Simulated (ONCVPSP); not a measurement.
**Bi (Z = 83): one change to an ONCV potential, before and after**

ONCVPSP 4.0.1 input, shortened (lines: element, Z, core and valence counts, functional; n l f; lmax; l rc ep ncon nbas qcut; lloc lpopt rc5 dvloc0; l nproj debl; icmod fcfact rcfact), LDA (Perdew-Wang 92), non-relativistic:

```
  Bi 83.00   12    3  -001012      upf
    1    0    2.00
    2    0    2.00
    2    1    6.00
    3    0    2.00
    3    1    6.00
    3    2   10.00
    4    0    2.00
    4    1    6.00
    4    2   10.00
    4    3   14.00
    5    0    2.00
    5    1    6.00
    5    2   10.00
    6    0    2.00
    6    1    2.50
    3
    0    2.05    0.00    5    8    3.40
    1    1.90    0.00    3    6    4.60
    2    2.00    0.00    3    7    9.00
    3    1.95    0.26    4    8    5.30
    4    5    1.20    3.00
    0    2    1.00
    1    1    2.60
    2    3    3.40
    3    3    1.80
    1    0.40    0.00
```

All-electron outer shells of the reference configuration (LDA (PZ), non-relativistic, ld1.x):

```json
{"shell": "5s", "level (eV)": "-129.33", "outermost node (bohr)": "0.49", "outermost maximum (bohr)": "0.86"}
{"shell": "5p", "level (eV)": "-93.45", "outermost node (bohr)": "0.50", "outermost maximum (bohr)": "0.90"}
{"shell": "5d", "level (eV)": "-34.82", "outermost node (bohr)": "0.51", "outermost maximum (bohr)": "1.03"}
{"shell": "6s", "level (eV)": "-15.14", "outermost node (bohr)": "1.10", "outermost maximum (bohr)": "2.10"}
{"shell": "6p", "level (eV)": "-8.19", "outermost node (bohr)": "1.19", "outermost maximum (bohr)": "2.47"}
```

Change: p: rc 2.72.

Cutoffs: the cutoffs (Ha) at which the residual kinetic energy of the hardest occupied pseudo-wave falls to 1 and 0.1 mHa per electron; they do not see the model core or the augmentation charge, which bear on the density cutoff. Errors are all-electron minus pseudo energies relative to the spin-unpolarised reference configuration.

Q: Predict the effect on cutoff, ghosts and configuration errors.

A: The potential gets neither clearly harder nor softer (28 Ha and 38 Ha → 28 Ha and 38 Ha); both files keep a bound ghost (p, s); of the 4 tests that both files solve, the error grows in 1 and shrinks in 3 by more than 15 % and 0.3 meV (median size 0.8 → 0.9 meV).

| quantity | base | changed |
| --- | --- | --- |
| cutoff, loose | 28 Ha | 28 Ha |
| cutoff, tight | 38 Ha | 38 Ha |
| loose cutoff by channel | s 28 Ha, p 8.6 Ha, d 25 Ha | s 28 Ha, p 6.0 Ha, d 25 Ha |
| bound ghosts | s, p | s, p |
| GHOST(+) flags under 300 eV | s at 195.8 eV | s at 195.8 eV |
| error for 5d10 6s2 6p3, meV [ΔE -3.26 eV] | +0.9 | +0.2 |
| error for 5d10 6s2 6p2, meV [ΔE 4.97 eV] | -0.7 | +0.3 |
| error for 5d10 6s2 6p1, meV [ΔE 20.44 eV] | -2.0 | +1.5 |
| error for 5d10 6s0 6p5, meV [ΔE 10.45 eV] | -0.3 | -9.8 |
| s: phases at 2.08 bohr within 0.05 rad from the reference energy up to (Ha; the scan ends near 5) | 4.4 | 4.4 |
| d: phases at 2.03 bohr within 0.05 rad from the reference energy up to (Ha; the scan ends near 5) | to the end of the scan | to the end of the scan |
| f: phases at 1.97 bohr within 0.05 rad from the reference energy up to (Ha; the scan ends near 5) | to the end of the scan | to the end of the scan |
| rms error of d²Exc/dni dnj with the model core, mHa | 0.68 | 0.68 |

 A true bound ghost makes a file unfit for plane-wave use even where its test errors are small: the radial tests pick states by their node count and pass the ghost by.
